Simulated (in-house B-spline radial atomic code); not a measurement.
Ionising Pr5+ with different functionals

Computed with a radial B-spline atomic code at the basis-set limit: scalar-relativistic (spin-free X2C) Hamiltonian, Fermi nucleus of rms radius 4.8919 fm, spin-polarised at highest spin, spherical fractional occupations for the functionals, the average over the highest-spin determinants for Hartree-Fock. The ionisation energy is the difference of two self-consistent energies, [Kr] 4d10 5s2 5p6 → [Kr] 4d10 4f1 5s2 5p4, without Breit or QED terms; ε is the level of the shell that loses the electron (its least bound occupied spin orbital). The two configurations differ by more than the removed electron. There is no spin-orbit coupling in this Hamiltonian.

Hybrids are left out here: with spherical fractional occupations of an open shell their exact exchange keeps a self-interaction that integer-occupation calculations don't have.

```csv
method,rung,ΔSCF (eV),-ε(5p) (eV)
Hartree-Fock,Hartree-Fock,89.86,83.36
LDA VWN5,LDA,89.41,76.98
LDA PW92,LDA,89.41,76.97
LDA exchange-only,LDA,87.70,75.30
PBE,GGA,89.10,76.79
PBEsol,GGA,89.16,76.82
BLYP,GGA,88.99,76.55
RPBE,GGA,89.03,76.77
PW91,GGA,89.20,76.87
BP86,GGA,89.32,76.90
AM05,GGA,89.11,76.82
OLYP,GGA,88.62,77.01
TPSS,meta-GGA,89.65,76.98
SCAN,meta-GGA,90.40,77.39
r2SCAN,meta-GGA,90.27,77.37
revTPSS,meta-GGA,89.70,77.05
```

(1) How do they compare with the NIST value?

Results:

(1) NIST lists 82 eV ± 4 (tabulated theory, ground level to ground level). Errors run from +5.70 to +8.40 eV. The correlated functionals all miss on the same side by more than they spread, so the cause is common to them (spin-orbit coupling, Breit-QED terms, multiplet and fine-structure energies, or a listed next ion that isn't the cheapest removal here) and closeness doesn't rank the functionals. Hartree-Fock also lacks correlation.
